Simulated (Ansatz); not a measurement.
Cost and result for the atomization energy of C3N3Si, SMILES `N#C[Si](C#N)C#N` radical (7 atoms, 6 bonds).

```xyz
7

N    -1.517   -0.046    2.428
C    -0.787    0.034    1.538
Si    0.473    0.224    0.248
C     0.930   -1.381   -0.464
N     1.320   -2.383   -0.880
C    -0.076    1.378   -1.039
N    -0.343    2.173   -1.831
```

The species carries charge 0 and has multiplicity 2. The structure was optimised at the PBE0-D4/def2-TZVP level. Program: Ansatz. All runs use 4 threads of an Arm Neoverse V1 on a shared host. Times are those of one run each, without the atoms' runs, and a repeat can differ threefold. Electronic energies, without spin–orbit coupling; frozen cores. CCSD(T)/CBS adds CCSD(T) − MP2 in def2-TZVPP to the MP2 limit, and its time is that of the two runs behind it. T1 = 0.034; ⟨S²⟩ of the reference is 0.99. B3LYP takes the VWN-RPA correlation (the form of Gaussian; ORCA's B3LYP/G).

CCSD(T)/CBS is a level of theory with its own doubt, some kJ/mol a heavy atom from the limit and from the frozen cores, so smaller differences don't rank the functionals.

```
                            level  functions  wall time
           LDA (SPW92)/def2-TZVPP        228      1.7 s
               BLYP-D4/def2-TZVPP        228      3.3 s
  PBE-D4/def2-TZVPP (with forces)        228      3.4 s
B3LYP-D4/def2-TZVPP (with forces)        228        6 s
          CAM-B3LYP-D4/def2-TZVPP        228      6.5 s
              BHLYP-D4/def2-TZVPP        228        7 s
               RPA@PBE/def2-TZVPP        228        8 s
            r2SCANh-D4/def2-TZVPP        228      9.5 s
               ωB97X-V/def2-TZVPP        228       12 s
                 CCSD(T)/def2-SVP        102       20 s
                   MP2/def2-QZVPP        412       48 s
               CCSD(T)/def2-TZVPP        228     21 min
                CCSD(T)/CBS(def2)          –     22 min
```

Problem. What atomization energy does each give, and how far from CCSD(T)/CBS? (Estimate.)

Solution. Ansatz gave: 
| level | atomization (kJ/mol) | difference from CCSD(T)/CBS | per bond |
| --- | --- | --- | --- |
| LDA (SPW92)/def2-TZVPP | 4164.0 | 671.2 | 111.9 |
| BLYP-D4/def2-TZVPP | 3643.9 | 151.1 | 25.2 |
| PBE-D4/def2-TZVPP (with forces) | 3751.8 | 259.0 | 43.2 |
| B3LYP-D4/def2-TZVPP (with forces) | 3540.7 | 47.9 | 8.0 |
| CAM-B3LYP-D4/def2-TZVPP | 3527.0 | 34.2 | 5.7 |
| BHLYP-D4/def2-TZVPP | 3292.0 | -200.8 | -33.5 |
| RPA@PBE/def2-TZVPP | 3215.1 | -277.7 | -46.3 |
| r2SCANh-D4/def2-TZVPP | 3449.6 | -43.2 | -7.2 |
| ωB97X-V/def2-TZVPP | 3525.8 | 33.0 | 5.5 |
| CCSD(T)/def2-SVP | 3270.2 | -222.6 | -37.1 |
| MP2/def2-QZVPP | 3592.2 | 99.4 | 16.6 |
| CCSD(T)/def2-TZVPP | 3366.6 | -126.2 | -21.0 |
| CCSD(T)/CBS(def2) | 3492.8 | 0.0 | 0.0 |

From r2SCAN to r2SCAN0 (25 % exact exchange), in def2-TZVPP and without D4, the atomization energy moves by −157.0 kJ/mol: exact exchange takes away binding that semilocal exchange gives to molecules. At CCSD(T), def2-SVP lies −222.6 kJ/mol from the extrapolated value and def2-TZVPP −126.1 kJ/mol: correlation converges slowly with the basis, and small sets miss more of it in the bonded molecule than in its fragments. In def2-TZVPP, CCSD(T) changes the Hartree–Fock value by +1204.3 kJ/mol (the triples alone add +120.5 kJ/mol) and MP2 by +1354.9 kJ/mol; breaking electron pairs costs correlation energy, which Hartree–Fock lacks.
